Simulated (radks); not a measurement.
Task: Radial electron density D(r) = 4 pi r^2 rho(r) of an atom or ion with 31 electrons. Calculated with a radial shooting solver on a logarithmic mesh with Libxc functionals: Dirac Kohn-Sham, PBE, spin-unpolarised, spherical densities, point nucleus.

```
   r/bohr * D(r) (the largest magnitude, 45.5, reaches the edge; | marks zero)
 0.001801 |*
 0.002063 | *
 0.002364 | *
 0.002708 | *
 0.003103 |  *
 0.003555 |   *
 0.004072 |    *
 0.004666 |     *
 0.005345 |       *
 0.006124 |         *
 0.007016 |           *
 0.008039 |             *
  0.00921 |                *
  0.01055 |                    *
  0.01209 |                        *
  0.01385 |                            *
  0.01587 |                                *
  0.01818 |                                    *
  0.02083 |                                        *
  0.02386 |                                           *
  0.02734 |                                              *
  0.03132 |                                               *
  0.03588 |                                              *
  0.04111 |                                             *
   0.0471 |                                           *
  0.05396 |                                        *
  0.06182 |                                      *
  0.07083 |                                      *
  0.08115 |                                       *
  0.09297 |                                          *
   0.1065 |                                               *
    0.122 |                                                   *
   0.1398 |                                                      *
   0.1602 |                                                      *
   0.1835 |                                                  *
   0.2102 |                                           *
   0.2409 |                                   *
    0.276 |                             *
   0.3162 |                           *
   0.3622 |                            *
    0.415 |                              *
   0.4754 |                                 *
   0.5447 |                                  *
   0.6241 |                               *
    0.715 |                         *
   0.8191 |                   *
   0.9385 |             *
    1.075 |        *
    1.232 |     *
    1.411 |   *
    1.617 |  *
    1.852 | *
    2.122 | *
    2.431 | *
    2.786 |*
    3.192 |*
    3.656 |*
    4.189 *
    4.799 *
    5.499 *
      6.3 *
    7.217 *
    8.269 *
```

What is the nuclear charge?

Result: Z = 32. The innermost maximum, from 1s, lies near gamma/Z bohr with gamma = sqrt(1 - (Z/c)^2) = 0.972, here 0.0304 bohr (found: 0.0329), and its height grows with Z. The density is that of the germanium ion Ge+ in [Ar] 3d10 4p3; the configuration itself is not fixed sharply by these data, and Z only to about a unit. D(r) has 3 maxima, at r = 0.0329, 0.148, 0.519 bohr, and minima at 0.0697, 0.326 bohr, inside which lie 2.10, 10.98 electrons.
